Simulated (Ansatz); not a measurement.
Stepwise reaction of `[SeH][SnH2][SeH]` with hydrogen, as a gas-phase model of exchange steps in deposition or etching. ΔE in kJ/mol; ΔG adds harmonic PBE0-D4 terms to CCSD(T)/CBS, at 1 bar.

Gas-phase electronic energies from Ansatz, PBE0-D4/def2-TZVP geometries. CBS: MP2 limit from def2 TZ/QZ plus the TZ coupled-cluster correction, frozen cores. This one scheme is used for every species. DFT in def2-TZVPP. B3LYP here is the variant with VWN-RPA as its local correlation; programs differ in this. def2 core potentials past Kr. For Se, Sn outer-core shells are correlated without core-valence functions, which leaves a few kJ/mol of doubt a bond. Scalar relativity is left out up to krypton. One conformer a species, not always the lowest.

| step | reaction | PBE-D4 | B3LYP-D4 | ωB97M-V | CCSD(T)/CBS | ΔG(600 K) |
| --- | --- | --- | --- | --- | --- | --- |
| 1 | `[SeH][SnH2][SeH]` + H₂ → `[SeH][SnH3]` + H₂Se | 65.8 | 63.2 | 57.4 | 68.3 | 62.2 |

Question: Give the row of step 2, `[SeH][SnH3]` + H₂ → `[SnH4]` + H₂Se. (Estimate.)

Answer: Ansatz gave: 
```csv
step,reaction,PBE-D4,B3LYP-D4,ωB97M-V,CCSD(T)/CBS,ΔG(600 K)
2,`[SeH][SnH3]` + H₂ → `[SnH4]` + H₂Se,58.2,56.4,53.1,63.7,65.5
```

Question: By hand: ΔE of the 2 steps together at CCSD(T)/CBS.

Answer: (68.3) + (63.7) = 132.0 kJ/mol, or 66.0 kJ/mol a step.

In ΔE the steps differ by no more than 4.6 kJ/mol. All are uphill at CCSD(T)/CBS. ΔG lies between 62.2 and 65.5 kJ/mol a step. PBE-D4 differs from CCSD(T)/CBS by -5.5 to -2.5 kJ/mol a step. Isolated molecules leave out the surface, adducts and barriers. Largest T1 diagnostic: 0.013.
